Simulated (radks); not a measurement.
The numbers below are computed, except where a source is named.
Question: Coulomb parameter of the 4f shell of neutral neodymium in the model configuration [Xe] 4f2 6s2 6p2, as a second difference U = [E(n + 0.5) + E(n - 0.5) - 2 E(n)] / (0.5)^2 with all orbitals relaxed. "Bare": the charge of the atom changes with n. "Screened": the 6p shell takes up the change at fixed total charge, which measures U(4f,4f) + U(6p,6p) - 2 U(4f,6p). Level of theory: scalar-relativistic Kohn-Sham, PBEsol, spin-unpolarised, spherical densities, point nucleus (a radial shooting solver on a logarithmic mesh with Libxc functionals). Estimate both.

Answer: U(bare) = 15.591 eV, U(screened by 6p) = 9.700 eV, against the Slater integral F0(4f,4f) = 27.577 eV with frozen orbitals. The step up makes a negative ion, whose loosely bound charge lowers the bare value.
